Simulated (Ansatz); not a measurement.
A run for Ansatz (a quantum-chemistry and plane-wave program): R-MP2/cc-pVTZ on methylammonium (SMILES C[NH3+]), atoms moved off the minimum. Charge +1.

Ansatz 0.2 input:
```yaml
crystal:
  periodic: [false, false, false]
  atoms:
    - {symbol: C, position_ang: [-0.87838725, 0.12279797, 0.04904229]}
    - {symbol: N, position_ang: [0.73685918, -0.04740770, -0.07722800]}
    - {symbol: H, position_ang: [-1.25670021, -0.54525731, -0.73177936]}
    - {symbol: H, position_ang: [-0.89951628, 1.12527976, -0.31718825]}
    - {symbol: H, position_ang: [-1.18691729, -0.03347617, 1.00377424]}
    - {symbol: H, position_ang: [1.05494390, -1.19047098, 0.28115601]}
    - {symbol: H, position_ang: [1.26452293, 0.45674765, 0.83577423]}
    - {symbol: H, position_ang: [1.04625129, 0.15688123, -1.03933829]}
basis:
  gaussian:
    orbitals: cc-pVTZ
total_charge: 1
magnetization: {spin_polarized: false}
correlation: {method: mp2, electrons: outside_noble_gas}
scf: {lower_state_search: off}
output: {forces: true}
```

The head of its log:

```
WARN ansatz: RAYON_NUM_THREADS=1 ignored (pool sized by the plan → 1); use --threads N
Functional definition: HF
these checks for a lower state are left out or cut short: starts, cluster_reference, orbital_swaps, neighbouring_geometries, increment
integrals: 0.12 GiB planned
802 factors; integrals over basis functions are off by at most 9.9e-4 eV
mean field: 0.26 GiB planned
mean field evaluation 1: about -2596.1592 eV, gradient 4.1e1 eV
mean field evaluation 2: about -2596.1600 eV, gradient 4.1e1 eV
mean field evaluation 4: about -2599.9622 eV, gradient 3.3e0 eV
mean field evaluation 8: about -2600.0014 eV, gradient 3.1e-4 eV
mean field -2600.00138297 eV, -95.5482884798 hartree, gradient 1.6e-6 eV, S^2 0.000000; 0 other end points of the search recorded, 0 dependent functions left out
2 core orbitals not correlated
reference -2600.00138297 eV, -95.5482884798 hartree; 7, 7 occupied and 135, 135 virtual orbitals, 802 factors
densities: 0.30 GiB planned
```

**Question.** Give the final energy of this run.

**Answer.** -95.9566 hartree.
